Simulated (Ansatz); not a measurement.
Species: sum formula H$_{3}$SiO, net charge -1, singlet state. It need not be the lowest isomer of its formula. Whether it binds its extra electron was not tested at this geometry. 
Coordinates optimised at B3LYP-D3(BJ)/def2-TZVP (Ansatz, a program for electronic structure):
SMILES: O[SiH2-]
```xyz
5

Si    -0.6220    -0.0865    -0.1202
O      1.1295    -0.1525     0.0756
H     -1.0236     0.4266     1.3021
H     -0.7635     1.3551    -0.7113
H      1.4594     0.6498     0.4882
```
Charge -1, spin multiplicity 1.

Basis-set convergence of Hartree-Fock and CCSD(T) correlation energies (hartree) with Ansatz. Correlated levels leave the core frozen unless marked. Spin-orbit coupling is left out. Non-relativistic. This anion needs diffuse functions, which these sets lack.

```
basis        functions       E(HF)  E(corr, CCSD(T))
-----------  ---------  ----------  ----------------
cc-pV(D+d)Z         52  -365.53160          -0.33476
cc-pV(T+d)Z        111  -365.57818          -0.42377
cc-pV(Q+d)Z        209  -365.59229          -0.45274
cc-pV(5+d)Z        356  (withheld)        (withheld)
```

Problem. Some entries are withheld; supply them.

Solution. 
- cc-pV(5+d)Z, E(HF): -365.59554
- cc-pV(5+d)Z, E(corr, CCSD(T)): -0.46281
